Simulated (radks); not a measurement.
Task: The dysprosium ion Dy4+ is in [Xe] 4f8. All-electron calculation, scalar-relativistic Kohn-Sham, PBE, spin-polarised, spherical densities, finite nucleus; Fermi nuclear charge, rms radius of each element as measured or else 0.836 A^(1/3) + 0.57 fm. Program: a radial shooting solver on a logarithmic mesh with Libxc functionals. Open shells are filled with parallel spins first. One electron is removed from 5p, 4f, 5s, 4d in turn, with full relaxation. Which removal costs least, and what does each cost?

Result: 4f 62.704 eV; 5p 75.344 eV; 5s 101.52 eV; 4d 215.55 eV. The 4f electron leaves first.
